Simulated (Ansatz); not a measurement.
bis(4-tert-butylphenyl)iodonium hydroxide (C₂₀H₂₇IO), relaxed as a singlet with RKS PBE-D4/def2-SVP in Ansatz, starting from the GFN2-xTB geometry. Force threshold 0.03 eV/Å.

In the def2 sets I takes a core potential; there is no spin–orbit coupling. Single mean-field runs in def2-SVP are fitted with def2-universal-jkfit.

Start:

Cartesian coordinates in Å:
```
C -1.775 -6.266 -2.696
C -2.263 -5.923 -1.282
C -1.822 -7.052 -0.346
C -3.798 -5.851 -1.262
C -1.712 -4.568 -0.866
C -1.984 -3.446 -1.646
C -1.530 -2.189 -1.288
C -0.782 -2.022 -0.137
I -0.142 -0.062 0.694
C 0.666 1.969 0.769
C 0.224 2.982 -0.056
C 0.736 4.262 0.078
C 1.690 4.558 1.045
C 2.276 5.949 1.230
C 1.978 6.431 2.656
C 1.696 6.969 0.246
C 3.795 5.886 1.014
C 2.114 3.523 1.875
C 1.608 2.243 1.744
C -0.507 -3.124 0.653
C -0.964 -4.380 0.291
H -0.688 -6.317 -2.718
H -2.098 -5.525 -3.422
H -2.172 -7.232 -3.000
H -2.203 -8.001 -0.719
H -2.212 -6.906 0.659
H -0.737 -7.122 -0.302
H -4.166 -5.112 -1.969
H -4.223 -6.817 -1.524
H -4.148 -5.576 -0.269
H -2.567 -3.542 -2.550
H -1.774 -1.337 -1.908
H -0.512 2.769 -0.814
H 0.367 5.029 -0.584
H 2.446 5.789 3.397
H 2.354 7.443 2.795
H 0.905 6.435 2.837
H 1.903 6.679 -0.781
H 0.621 7.074 0.379
H 2.152 7.941 0.420
H 4.238 6.868 1.170
H 4.265 5.189 1.703
H 4.016 5.565 -0.001
H 2.850 3.711 2.643
H 1.941 1.451 2.401
H 0.066 -2.989 1.560
H -0.728 -5.210 0.936
O 0.233 0.341 -1.295
H 0.367 -0.484 -1.759
```

| step | energy (eV) | largest force component (eV/Å) | SCF passes |
| --- | --- | --- | --- |
| 1 | -31278.9993 | 1.262 | 22 |
| 2 | -31279.3678 | 0.847 | 23 |
| 3 | -31279.4004 | 0.898 | 23 |
| 4 | -31279.4233 | 1.273 | 23 |
| 5 | -31279.4565 | 0.392 | 23 |
| 6 | -31279.4647 | 0.194 | 23 |
| 7 | -31279.4714 | 0.063 | 23 |
| 8 | -31279.4762 | 0.437 | 23 |
| 9 | -31279.4805 | 0.453 | 22 |
| 10 | -31279.4840 | 0.557 | 23 |
| 11 | -31279.4932 | 0.256 | 23 |
| 12 | -31279.4962 | 0.062 | 24 |
| 13 | -31279.4982 | 0.228 | 23 |
| 14 | -31279.4992 | 0.121 | 24 |
| 15 | -31279.5000 | 0.040 | 23 |
| 16 | -31279.5004 | 0.039 | 24 |
| 17 | -31279.5005 | 0.016 | 24 |

Force components are those of the run's own axes.

End:

```xyz
49

C    -1.7723   -6.4460   -2.6359
C    -2.2873   -6.0554   -1.2316
C    -1.8245   -7.1283   -0.2305
C    -3.8330   -6.0286   -1.2368
C    -1.7593   -4.6555   -0.8703
C    -2.0848   -3.5486   -1.6869
C    -1.6261   -2.2534   -1.4041
C    -0.8223   -2.0517   -0.2765
I    -0.0175   -0.0984    0.4936
C     0.7249    2.0237    0.5641
C     0.3388    3.0789   -0.2653
C     0.8529    4.3660   -0.0229
C     1.7506    4.6203    1.0338
C     2.3382    6.0152    1.3136
C     1.9767    6.4433    2.7543
C     1.7975    7.0795    0.3430
C     3.8758    5.9539    1.1631
C     2.1188    3.5290    1.8520
C     1.6141    2.2406    1.6228
C    -0.4808   -3.1215    0.5526
C    -0.9485   -4.4148    0.2563
H    -0.6639   -6.4719   -2.6585
H    -2.1082   -5.7301   -3.4122
H    -2.1465   -7.4516   -2.9206
H    -2.2269   -8.1178   -0.5276
H    -2.1845   -6.9179    0.7971
H    -0.7194   -7.2147   -0.1984
H    -4.2302   -5.2991   -1.9703
H    -4.2374   -7.0277   -1.5023
H    -4.2281   -5.7513   -0.2384
H    -2.7190   -3.6945   -2.5758
H    -1.8800   -1.3998   -2.0464
H    -0.3581    2.8881   -1.0924
H     0.5341    5.1838   -0.6845
H     2.3784    5.7380    3.5089
H     2.3957    7.4468    2.9769
H     0.8771    6.4914    2.8898
H     2.0549    6.8481   -0.7104
H     0.6957    7.1820    0.4145
H     2.2409    8.0669    0.5840
H     4.3265    6.9476    1.3673
H     4.3296    5.2274    1.8665
H     4.1615    5.6507    0.1353
H     2.8214    3.6795    2.6869
H     1.9267    1.4091    2.2807
H     0.1577   -2.9687    1.4420
H    -0.6621   -5.2405    0.9225
O    -0.6467    0.5437   -1.4519
H     0.1788    0.4341   -1.9711
```

By distances, no bond broke or formed. The bond that changes most is I9–O48, from 2.06 to 2.14 Å (atoms count from 1).

No frequencies were taken in this run, so the end may be a saddle point.

It took 84 s on 2 threads of AMD EPYC 7R13 on a shared host and a share (18 GiB) of an NVIDIA H100 80GB HBM3.
